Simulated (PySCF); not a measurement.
C2H6ClFSi.

```xyz
11

C      0.9996    -0.6883     1.5644
Si     0.3312     0.0454     0.0000
C      0.9996    -0.6883    -1.5644
F      0.6619     1.6378     0.0000
Cl    -1.7307    -0.1217     0.0000
H      0.5607    -0.1913     2.4423
H      0.7628    -1.7615     1.6231
H      2.0936    -0.5705     1.6090
H      0.5607    -0.1913    -2.4423
H      0.7628    -1.7615    -1.6231
H      2.0936    -0.5705    -1.6090
```
Charge 0, spin multiplicity 1.

Geometry optimised at PBE0-D3(BJ)/def2-SVP.

These are PBE/pcSseg-1 run with PySCF values and carry that method's errors. Non-relativistic, no solvent.

Question: Give the absolute GIAO shielding of each atom: isotropic value and principal components (ppm). (An estimate is asked for; the answer gives what the named calculation found.)

Answer: 
```json
[
 {"atom": "C1", "σ(iso)": "176.9", "σ11": "168.3", "σ22": "173.0", "σ33": "189.4", "span": "21.1"},
 {"atom": "Si2", "σ(iso)": "291.5", "σ11": "261.6", "σ22": "290.6", "σ33": "322.5", "span": "60.9"},
 {"atom": "C3", "σ(iso)": "176.9", "σ11": "168.3", "σ22": "173.0", "σ33": "189.4", "span": "21.1"},
 {"atom": "F4", "σ(iso)": "299.9", "σ11": "247.8", "σ22": "312.9", "σ33": "338.9", "span": "91.1"},
 {"atom": "Cl5", "σ(iso)": "851.4", "σ11": "712.7", "σ22": "853.0", "σ33": "988.4", "span": "275.7"},
 {"atom": "H6", "σ(iso)": "30.6", "σ11": "26.5", "σ22": "28.4", "σ33": "36.8", "span": "10.4"},
 {"atom": "H7", "σ(iso)": "31.0", "σ11": "27.3", "σ22": "28.9", "σ33": "36.7", "span": "9.4"},
 {"atom": "H8", "σ(iso)": "30.8", "σ11": "26.7", "σ22": "28.2", "σ33": "37.6", "span": "10.9"},
 {"atom": "H9", "σ(iso)": "30.6", "σ11": "26.5", "σ22": "28.4", "σ33": "36.8", "span": "10.4"},
 {"atom": "H10", "σ(iso)": "31.0", "σ11": "27.3", "σ22": "28.9", "σ33": "36.7", "span": "9.4"},
 {"atom": "H11", "σ(iso)": "30.8", "σ11": "26.7", "σ22": "28.2", "σ33": "37.6", "span": "10.9"}
]
```
